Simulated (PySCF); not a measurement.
Species: C₆H₄ClFO (charge +1 and doublet state).
Z-matrix (Å and degrees, GFN2-xTB geometry), rows numbered from 1:
```
O 
C   1  1.2994
C   2  1.4212  1  123.21
F   3  1.3337  2  115.62  1     0.06
C   3  1.3686  2  122.26  1  -179.93
C   5  1.4090  3  118.93  2    -0.03
C   6  1.3820  5  121.32  3    -0.01
C   7  1.3919  6  120.44  5     0.01
Cl  8  1.6878  2  117.74  1    -0.06
H   1  0.9784  2  114.34  3     0.00
H   5  1.0801  3  119.97  2   179.96
H   6  1.0798  5  118.90  3   179.99
H   7  1.0792  6  120.27  5  -179.99
```

The hyperfine couplings belong to this conformer and change with its torsions.

Identity: `O[C+]1[C](F)C=CC=C1Cl` [radical] (charge +1).

Computed, not measured: UKS B3LYP, pcH-1 on C Cl F H O, non-relativistic, mean-field spin-orbit, GIAO in PySCF 2.14.0. One conformer (not necessarily the lowest) at the GFN2-xTB geometry, without solvent, vibrations or thermal averaging. A GFN2-xTB geometry isn't a minimum of the functional, and hyperfine couplings can be far from their values at a DFT geometry, by a factor of two or more for some ions and for spin on atoms past the first row. No stability test was run, so a lower SCF solution isn't excluded.

The Mulliken spin populations are largest on C6 (+0.30), C2 (+0.27), O1 (+0.19) and C8 (+0.19). Four atoms exceed +0.15.

**Question.** Test a(H) = Q·ρ(C) for the protons on planar carbons with a spin population beyond ±0.08.

**Answer.** 
```tsv
H	C	ρ(C)	a(H) (G)	a/ρ (G)
H12	C6	+0.299	-7.06	-23.6
H13	C7	-0.114	+1.64	-14.5
```

A least-squares line through the origin gives Q = -22.4 G with Mulliken populations. In McConnell's picture π spin on carbon polarises the C–H bond and leaves opposite spin at the proton, which makes Q negative, as found here. Where ρ is negative the coupling is positive.

Couplings in gauss use g_iso = 2.0072.

On Arm Neoverse V2, one thread, shared host, this took 95 s wall (grids of density and orbitals included) and 1.1 GiB of memory at its peak.

The SMILES draws the unpaired electron on C3; the largest computed Mulliken spin population is on C6 (0.30 against 0.03).
